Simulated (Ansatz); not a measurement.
A run for Ansatz (a program for electronic structure): R-CCSD(T)/def2-SVP on AlBrFH2N (SMILES [NH2][Al]([F])[Br]), a point of a torsion scan. The run froze 21 orbitals, filled d shells among them.

Ansatz 0.2 input:
```yaml
crystal:
  periodic: [false, false, false]
  atoms:
    - {symbol: N, position_ang: [-1.00974576, -0.15367749, 0.08418987]}
    - {symbol: Al, position_ang: [0.71689116, 0.20433575, -0.02347955]}
    - {symbol: F, position_ang: [1.25668935, 1.75915923, 0.02249637]}
    - {symbol: Br, position_ang: [2.21970429, -1.45408128, -0.08389137]}
    - {symbol: H, position_ang: [-1.47398616, -0.97313106, -0.28002680]}
    - {symbol: H, position_ang: [-1.70307147, 0.56167839, 0.25558968]}
basis:
  gaussian:
    orbitals: def2-SVP
magnetization: {spin_polarized: false}
correlation: {method: ccsd_t, electrons: outside_noble_gas}
scf: {lower_state_search: off}
```

Task: Predict the final total energy.

Result: -2969.6332 hartree (reference determinant -2969.0649, T1 diagnostic 0.012).
